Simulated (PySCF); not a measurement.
A database entry of computed molecular properties. Lists by class give the value and the number of equivalent atoms.

```json
{
 "formula": "H10OSSi4",
 "smiles": "[SiH3]O[SiH2][SiH2]S[SiH3]",
 "charge": 0,
 "multiplicity": 1,
 "geometry_level": "GFN2-xTB",
 "atoms_angstrom": [
  ["Si", -3.853, 0.019, 0.246],
  ["O", -2.3, -0.411, 0.403],
  ["Si", -0.954, -1.284, 0.646],
  ["Si", 0.693, 0.27, 0.273],
  ["S", 2.576, -0.75, 0.577],
  ["Si", 4.049, 0.713, 0.066],
  ["H", -4.632, -1.161, -0.118],
  ["H", -4.261, 0.56, 1.54],
  ["H", -3.842, 1.026, -0.812],
  ["H", -1.01, -2.409, -0.295],
  ["H", -1.047, -1.833, 2.004],
  ["H", 0.787, 0.851, -1.075],
  ["H", 0.749, 1.439, 1.163],
  ["H", 3.825, 1.9, 0.882],
  ["H", 3.911, 1.03, -1.35],
  ["H", 5.302, 0.049, 0.373]
 ],
 "electronic_structure_code": "PySCF",
 "results": {
  "GFN2-xTB geometry": {
   "rotational_constants_GHz": [4.796, 0.379, 0.357]
  },
  "CAM-B3LYP/def2-SVPD ground state and vertical TDDFT (core frozen in the response)": {
   "dipole_D": 1.26,
   "homo_eV": -8.43,
   "lumo_eV": -0.07,
   "S1_eV": 5.39,
   "strongest_line_of_8_singlets_eV": 6.79,
   "T1_tda_eV": 5.1,
   "polarisability_au": 132.8,
   "r2_bohr2_about_centre_of_nuclear_charge": 2987.7,
   "singlets_eV_and_f": [
    [5.39, 0.006],
    [6.14, 0.007],
    [6.34, 0.001],
    [6.53, 0.016],
    [6.58, 0.009],
    [6.79, 0.037],
    [6.81, 0.016],
    [6.86, 0.003]
   ],
   "triplets_tda_eV": [5.1, 5.56, 6.05]
  },
  "PBE0/pcSseg-1 ground state and GIAO shieldings, non-relativistic": {
   "shift_vs_computed_TMS_H_by_class_ppm": [
    [5.65, 2],
    [5.05, 3],
    [4.82, 2],
    [4.63, 3]
   ],
   "shielding_other_nuclei_by_class_ppm": [
    ["O", 347.5, 1],
    ["Si", 379.1, 1],
    ["Si", 390.1, 1],
    ["Si", 401.7, 1],
    ["Si", 412.5, 1],
    ["S", 872.9, 1]
   ],
   "charges_hirshfeld_e_by_atom": [0.4, -0.31, 0.34, 0.22, -0.2, 0.3, -0.08, -0.08, -0.08, -0.08, -0.08, -0.07, -0.07, -0.07, -0.07, -0.07]
  }
 }
}
```

S1 lies 2.97 eV below the HOMO–LUMO gap; its leading configuration is HOMO→LUMO, weight 0.87. With B = h/(8π²I), that is 505.379 GHz u Å² over I, the principal moments of inertia are 105.4, 1334.8 and 1417.0 u Å² (most abundant isotopes); the inertial defect Ic − Ia − Ib is -23.2 u Å² (zero for a rigid planar frame, negative otherwise). No computed singlet falls in the visible range (750 to 380 nm, 1.65 to 3.26 eV); S1 lies 2.13 eV above its blue end.

Geometry: GFN2-xTB, one conformer, isolated molecule.

For the TDDFT job (CAM-B3LYP/def2-SVPD), the run took 98 s of wall time on one thread, Arm Neoverse V1 (aarch64), shared host with 32 logical CPUs at a one-minute load of 20, and the process peaked at 1.1 GiB of memory.

Shape of the structure used: `[SiH3:1][O:2][SiH2:3][SiH2:4][S:5][SiH3:6]`: Si1–O2–Si3–Si4 177°, O2–Si3–Si4–S5 180°, Si3–Si4–S5–Si6 176°.
